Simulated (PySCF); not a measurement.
CH8FNOSi2, SMILES C[Si@H](N)[Si@@H](O)F.

Geometry: B3LYP-D3(BJ)/def2-SVP. The structure was generated by enumeration; whether it is a known compound was not checked. Other conformers were not sampled.

All values below come from PySCF with TDA-PBE0/def2-SVPD.

Vertical excitations. Isolated molecule, no solvent.

Computed excitation energies, oscillator strengths and character:
```
state  energy (eV)  λ (nm)      f                                              main pairs
-----  -----------  ------  -----  ------------------------------------------------------
S1            5.83     213  0.017                        HOMO→LUMO 80 %, HOMO→LUMO+1 17 %
S2            6.21     200  0.043                        HOMO→LUMO+1 77 %, HOMO→LUMO 18 %
S3            6.69     185  0.019                    HOMO−1→LUMO 70 %, HOMO−1→LUMO+1 22 %
S4            6.84     181  0.022                    HOMO−1→LUMO+1 71 %, HOMO−1→LUMO 24 %
S5            7.02     177  0.011                                        HOMO→LUMO+2 88 %
S6            7.53     165  0.030                      HOMO→LUMO+4 51 %, HOMO→LUMO+3 38 %
S7            7.55     164  0.009                      HOMO→LUMO+3 51 %, HOMO→LUMO+4 40 %
S8            7.82     158  0.075                                        HOMO→LUMO+5 75 %
S9            7.88     157  0.017  HOMO→LUMO+6 39 %, HOMO−1→LUMO+2 39 %, HOMO→LUMO+5 12 %
S10           7.94     156  0.032                    HOMO−1→LUMO+2 47 %, HOMO→LUMO+6 43 %
T1            5.39     230      0                                          HOMO→LUMO 81 %
T2            5.71     217      0                    HOMO→LUMO+1 64 %, HOMO−1→LUMO+1 11 %
T3            5.95     208      0    HOMO−1→LUMO 64 %, HOMO−1→LUMO+1 12 %, HOMO→LUMO 10 %
T4            6.34     196      0                    HOMO−1→LUMO+1 62 %, HOMO→LUMO+1 17 %
```
Triplets are in the Tamm–Dancoff approximation.
